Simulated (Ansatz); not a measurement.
Ansatz (an electronic-structure program) input (CCSD(T)/def2-SVP):

Ansatz 0.2 input:
```yaml
crystal:
  periodic: [false, false, false]
  atoms:
    - {symbol: Ge, position_ang: [0.01490925, -0.00173331, -0.04323745]}
    - {symbol: H, position_ang: [-1.12847948, -1.21083991, -0.61054052]}
    - {symbol: H, position_ang: [0.45515795, -0.83933470, 1.23571956]}
    - {symbol: H, position_ang: [-1.09840494, 0.91411704, 0.62972293]}
    - {symbol: H, position_ang: [1.29463033, 1.19152362, 0.12869629]}
basis:
  gaussian:
    orbitals: def2-SVP
total_charge: -1
magnetization: {spin_polarized: true, initial_magnetization: 1}
correlation: {method: ccsd_t, electrons: outside_noble_gas}
```

Output:

```
Functional definition: HF
integrals: 0.03 GiB planned
517 factors; integrals over basis functions are off by at most 1.2e-3 eV
mean field: 0.12 GiB planned
mean field evaluation 1: about -56526.1762 eV, gradient 1.0e1 eV
mean field evaluation 2: about -56526.1784 eV, gradient 1.0e1 eV
mean field evaluation 4: about -56526.9663 eV, gradient 1.6e0 eV
mean field evaluation 8: about -56527.0064 eV, gradient 3.3e-4 eV
mean field evaluation 16: about -56526.9652 eV, gradient 1.6e0 eV
mean field -56527.00631558 eV, -2077.3291667165 hartree, gradient 2.6e-6 eV, S^2 0.779699; 0 other end points of the search recorded, 0 dependent functions left out
14 core orbitals not correlated
reference -56527.00631558 eV, -2077.3291667165 hartree; 5, 4 occupied and 33, 34 virtual orbitals, 517 factors
second order -3.30569289 eV of doubles, -0.00000000 eV of singles
coupled cluster: 0.10 GiB planned
cycle   1  -3.92208830 eV  change   -6.2e-1 eV  update   6.3e-2
cycle   2  -4.16601925 eV  change   -2.4e-1 eV  update   2.5e-2
cycle   3  -4.17878895 eV  change   -1.3e-2 eV  update   7.8e-3
cycle   4  -4.17833261 eV  change    4.6e-4 eV  update   2.7e-3
cycle   5  -4.17829278 eV  change    4.0e-5 eV  update   1.0e-3
cycle   6  -4.17831176 eV  change   -1.9e-5 eV  update   3.6e-4
cycle   7  -4.17844600 eV  change   -1.3e-4 eV  update   1.3e-4
cycle   8  -4.17840420 eV  change    4.2e-5 eV  update   4.7e-5
cycle   9  -4.17837707 eV  change    2.7e-5 eV  update   1.8e-5
cycle  10  -4.17838258 eV  change   -5.5e-6 eV  update   6.1e-6
perturbative correction -0.09033263 eV, -0.0033196629 hartree
Total energy: -56531.27503079 eV, -2077.4860391072 hartree
```
